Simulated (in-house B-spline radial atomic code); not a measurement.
Si+: [Ne] 3s2 3p1

Level of theory: Dirac-Kohn-Sham PBE, spherical fractional occupations, Fermi nucleus of rms radius 3.1224 fm; calculated with an all-electron radial atomic-structure program (B-spline basis).

Screening seen three ways: the hydrogenic charge with the same mean radius, Z_r = [3n² - l(l+1)]/(2<r>), the one with the same energy, Z_e = n√(-2ε), and Slater's rules. Values are occupation-weighted means over j.

```csv
shell,electrons,ε (eV),<r> (bohr),Z_r,Z_e,Slater
1s,2,-1795.5,0.1113,13.48,11.49,13.70
2s,2,-148.99,0.5677,10.57,6.62,9.85
2p,6,-105.06,0.5372,9.31,5.56,9.85
3s,2,-19.034,2.057,6.56,3.55,4.50
3p,1,-11.656,2.458,5.09,2.78,4.50
```

The least bound orbital is 3p3/2 at -11.64 eV, and it is also the most diffuse (<r> = 2.46 bohr).

Spin-orbit splittings of the orbital energies (j = l + 1/2 above j = l - 1/2 when positive): 2p 0.648 eV, 3p 0.04116 eV.

For the 1s electron the small component carries 0.246 % of the norm, the zero-frequency Breit interaction raises the level by 1.125 eV, self-energy by 0.4798 eV, and vacuum polarisation lowers it by 0.02978 eV.
